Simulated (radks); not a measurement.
Question: These are the eigenvalues of the occupied orbitals of an atom or ion with whole-number occupations (hartree). All-electron calculation, scalar-relativistic Kohn-Sham, PBEsol, spin-polarised, spherical densities, point nucleus. Program: a radial shooting solver on a logarithmic mesh with Libxc functionals.

1s up: -2475.165
1s down: -2475.164
2s up: -425.4439
2s down: -425.4397
2p up: -372.8781
2p down: -372.8747
3s up: -97.61523
3s down: -97.61407
3p up: -81.98404
3p down: -81.98273
3d up: -63.74506
3d down: -63.74246
4s up: -20.05901
4s down: -20.05564
4p up: -14.93138
4p down: -14.92809
4d up: -8.37147
4d down: -8.36732
5s up: -2.91427
5s down: -2.87250
5p up: -1.68742
5p down: -1.62816
4f up: -1.12403
4f down: -1.11332
6s up: -0.41195
5d up: -0.37288
6f up: -0.01433

Which element is it, and in what charge state? The configuration may be excited. Open shells, if any, are filled with parallel spins first.

Answer: Z = 73, tantalum, charge 0: Ta in [Xe] 4f14 5d3 6s1 6f1. The list shows which subshells hold electrons but not how many an open one holds; the 1s level, -2475.2 hartree, gives Z - s = 70.4 by -(Z - s)^2/2, which with screening and relativity narrows Z to a few neighbours, and the depths of the outer levels then fix element, charge and occupations together.
